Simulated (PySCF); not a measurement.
# State search for GeI

Unrestricted PBE0; PySCF, scalar-relativistic core potentials, basis sets Ge cc-pVTZ-PP with ECP10, I cc-pVTZ-PP with ECP28. Outer shells of the fragments: Ge 3d10 4s2 4p2; I 4d10 5s2 5p5.

Followed along the bond (rough minima from three points):

| 2Ms+1 | unpaired | ⟨S²⟩ at the start | R at minimum (Å) | Te (eV) |
| --- | --- | --- | --- | --- |
| 2 | π ↑ | 0.75 | 2.54 | 0.00 |
| 4 | σ ↑, π ↑↑ | 3.76 | none in the scan | ≤ 2.87 |

Solutions found at the starting distance of 2.470 Å, counted from the lowest of them; the search is not exhaustive and high or unbound solutions are not listed, so other states can lie among these:

```csv
2Ms+1,unpaired,term,E (eV),⟨S²⟩,⟨Lz²⟩,μ (D)
2,π ↑,²Π,0.00,0.75,1.01,-1.08
2,σ ↑,²Σ⁺,2.73,0.75,0.00,-0.73
4,"σ ↑, π ↑↑",⁴Σ⁻,2.90,3.76,0.00,0.50
4,π ↑↑↑,⁴Π,3.51,3.76,1.01,3.35
2,"σ ↓, π ↑↑",mixed,3.53,1.77,0.00,1.08
2,π ↑↑↓,mixed,3.80,1.76,3.03,3.37
4,"σ ↑↑, π ↑",⁴Π,5.27,3.76,1.01,0.55
4,"σ ↑, π ↑↑",mixed,5.72,3.76,2.01,2.96
4,"σ ↑, π ↑↑",mixed,5.92,3.76,2.02,2.89
```

A term symbol is given only where ⟨S²⟩ and ⟨Lz²⟩ are close to those of a pure state; real π, δ and φ orbitals otherwise mix terms. A positive dipole means Ge(−)I(+).

Spin–orbit coupling is left out. Counting both spins, an empty level lies below a filled one in some of these solutions, because spin and occupation are held.
